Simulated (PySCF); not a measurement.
A geometry optimisation on `CB(C)P`.

Computed with PBE0-D3(BJ)/def2-SVP geometry optimisation, gas phase (PySCF 2.14.0). Start geometry: GFN2-xTB. The input is one job of a driver script: a line of settings, then coordinates in Å.

Command:
```bash
OMP_NUM_THREADS=1 python probes_run.py task.json out
```

Input:
```
{"job": {"xc": "PBE0", "basis": "def2-SVP", "d3": "d3bj", "grid": 1, "kind": "geom"}, "charge": 0, "multiplicity": 1}
C      0.203431     1.519820     0.156137
B      0.085293    -0.026500    -0.124063
C     -1.325906    -0.729780    -0.107472
P      1.613493    -1.014977    -0.642922
H      0.036566     2.051489    -0.782535
H     -0.551377     1.884981     0.849671
H      1.180545     1.834769     0.519184
H     -1.370328    -1.628007    -0.721834
H     -2.137132    -0.068798    -0.408005
H     -1.551856    -1.043851     0.913010
H      2.496890    -0.575443     0.324558
H      1.321580    -2.204387    -0.001756
```

Output:
```
step   0  E = -446.79225582  max force = 0.018202
step   1  E = -446.79514288  max force = 0.006074
step   2  E = -446.79527587  max force = 0.001714
step   3  E = -446.79530751  max force = 0.000668
step   4  E = -446.79532213  max force = 0.000543
step   5  E = -446.79533012  max force = 0.000267
optimisation converged
```

Energies in Eh; «max force» is the largest Cartesian gradient component in Eh/bohr.

Problem. Give the first gradient maximum in eV/Å.

Solution. With 1 Eh/bohr = 51.422 eV/Å, 0.936 eV/Å.

Problem. How much energy does the optimisation release, in eV?

Solution. E(step 0) − E(last step) = 0.003074 Eh, which is 0.084 eV.

In short: final energy -446.79533 Eh after 5 steps; dipole 1.25 D.

On Arm Neoverse V2, one thread, shared host, this took 15 s of wall time and 0.41 GiB of memory at its peak.
Labels such as C1 count atoms from 1, the log's own numbers from 0.
